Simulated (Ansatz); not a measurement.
Cost and result for the atomization energy of `FC(F)(F)S[SiH3]` (9 atoms, 8 bonds).

```xyz
9

F     0.3335    1.5887    1.0749
C     1.1514    0.5738    0.7857
F     0.9235   -0.3789    1.6927
F     2.4017    0.9986    0.9457
S     0.9602   -0.0174   -0.9133
Si   -1.1144   -0.5899   -0.8715
H    -1.3504   -1.6459    0.1398
H    -1.3226   -1.1102   -2.2428
H    -1.9829    0.5812   -0.6111
```

Charge 0, multiplicity 1. Geometry: relaxed with PBE0-D4/def2-TZVP. Program: Ansatz. All runs use 4 threads of an Intel Xeon on a shared host. Times are those of one run each, without the atoms' runs, and a repeat can differ threefold. Electronic energies, without spin–orbit coupling; frozen cores. CCSD(T)/CBS adds CCSD(T) − MP2 in def2-TZVPP to the MP2 limit, and its time is that of the two runs behind it. T1 = 0.012. B3LYP takes the VWN-RPA correlation (the form of Gaussian; ORCA's B3LYP/G).

CCSD(T)/CBS is a level of theory with its own doubt, some kJ/mol a heavy atom from the limit and from the frozen cores, so smaller differences don't rank the functionals.

| level | functions | wall time | atomization (kJ/mol) | difference from CCSD(T)/CBS | per bond |
| --- | --- | --- | --- | --- | --- |
| LDA (SPW92)/def2-TZVPP | 250 | 1.2 s | 3677.1 | 596.6 | 74.6 |
| BLYP-D4/def2-TZVPP | 250 | 1.7 s | 3075.8 | -4.7 | -0.6 |
| revPBE-D4/def2-TZVPP | 250 | 1.8 s | 3073.5 | -7.0 | -0.9 |
| PBE0-D4/def2-TZVPP | 250 | 2.8 s | 3079.7 | -0.8 | -0.1 |
| CAM-B3LYP-D4/def2-TZVPP | 250 | 3.2 s | 3088.7 | 8.2 | 1.0 |
| r2SCANh-D4/def2-TZVPP | 250 | 4.2 s | 3070.3 | -10.2 | -1.3 |
| B3LYP-D4/def2-TZVPP (with forces) | 250 | 4.3 s | 3055.2 | -25.3 | -3.2 |
| CCSD(T)/def2-SVP | 107 | 4.9 s | 2870.9 | -209.6 | -26.2 |
| PBE-QIDH/def2-TZVPP | 250 | 4.9 s | 3048.2 | -32.3 | -4.0 |
| ωB97X-V/def2-TZVPP | 250 | 6.5 s | 3110.9 | 30.4 | 3.8 |
| MP2/def2-QZVPP | 458 | 18 s | 3139.1 | 58.6 | 7.3 |
| CCSD(T)/def2-TZVPP | 250 | 120 s | 2981.4 | -99.1 | -12.4 |
| CCSD(T)/CBS(def2) | – | 2.3 min | 3080.5 | 0.0 | 0.0 |

Leaving LDA and LC-ωPBE aside and taking each functional with its dispersion term where it has one, the values, not all of them listed here, spread over 253.9 kJ/mol, from BHLYP-D4 to PBE-D4. LDA lies +520.7 kJ/mol from PBE without D4, its usual overbinding. From PBE to PBE0 (25 % exact exchange), in def2-TZVPP and without D4, the atomization energy moves by −94.6 kJ/mol: exact exchange takes away binding that semilocal exchange gives to molecules. In def2-TZVPP, CCSD(T) changes the Hartree–Fock value by +865.1 kJ/mol (the triples alone add +63.9 kJ/mol) and MP2 by +964.1 kJ/mol; breaking electron pairs costs correlation energy, which Hartree–Fock lacks.
